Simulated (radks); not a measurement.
Species: Zn I. Configuration: [Ne] 3s2 3p5 3d10 4s2 4p1 (not the ground configuration). All-electron calculation, scalar-relativistic Kohn-Sham, PBE, spin-polarised, spherical densities, finite nucleus; open shells are filled with parallel spins first; Fermi nuclear charge, rms radius 3.9283 fm. Program: a radial shooting solver on a logarithmic mesh with Libxc functionals.

Normalised radial functions P(r) = r R(r), r in bohr:

| r | 4s down | 4p up | 4p down |
|---|---|---|---|
| 0.0039 | 0.0385 | 0.0009 | 0.0009 |
| 0.005161 | 0.0486 | 0.0016 | 0.0016 |
| 0.006883 | 0.0609 | 0.0026 | 0.0026 |
| 0.009107 | 0.0745 | 0.0044 | 0.0044 |
| 0.01205 | 0.0887 | 0.0073 | 0.0073 |
| 0.01594 | 0.1018 | 0.0119 | 0.0119 |
| 0.02127 | 0.1110 | 0.0193 | 0.0193 |
| 0.02814 | 0.1109 | 0.0303 | 0.0302 |
| 0.03723 | 0.0957 | 0.0459 | 0.0458 |
| 0.04965 | 0.0580 | 0.0671 | 0.0671 |
| 0.0657 | -0.0031 | 0.0914 | 0.0913 |
| 0.08693 | -0.0821 | 0.1142 | 0.1141 |
| 0.1159 | -0.1596 | 0.1257 | 0.1256 |
| 0.1534 | -0.1932 | 0.1105 | 0.1104 |
| 0.203 | -0.1445 | 0.0563 | 0.0563 |
| 0.2686 | -0.0012 | -0.0362 | -0.0361 |
| 0.3582 | 0.1924 | -0.1437 | -0.1435 |
| 0.4739 | 0.3120 | -0.2082 | -0.2080 |
| 0.6271 | 0.2553 | -0.1822 | -0.1826 |
| 0.8364 | -0.0005 | -0.0474 | -0.0490 |
| 1.107 | -0.3364 | 0.1519 | 0.1494 |
| 1.464 | -0.6078 | 0.3564 | 0.3533 |
| 1.953 | -0.7076 | 0.5113 | 0.5061 |
| 2.584 | -0.6151 | 0.5664 | 0.5583 |
| 3.419 | -0.4116 | 0.5124 | 0.5081 |
| 4.524 | -0.2081 | 0.3782 | 0.3843 |
| 6.033 | -0.0723 | 0.2222 | 0.2297 |
| 7.983 | -0.0167 | 0.1030 | 0.1072 |
| 10.56 | -0.0023 | 0.0339 | 0.0375 |

4s down: eigenvalue -8.253 eV, 3 radial nodes at r = 0.0649, 0.269, 0.836 bohr, <r> = 2.39 bohr, 90 % of the charge inside 3.66 bohr. 4p up: eigenvalue -2.891 eV, 2 radial nodes at r = 0.243, 0.899 bohr, <r> = 3.40 bohr, 90 % of the charge inside 5.43 bohr. 4p down (empty): eigenvalue -2.125 eV, 2 radial nodes at r = 0.243, 0.902 bohr, <r> = 3.45 bohr, 90 % of the charge inside 5.52 bohr.
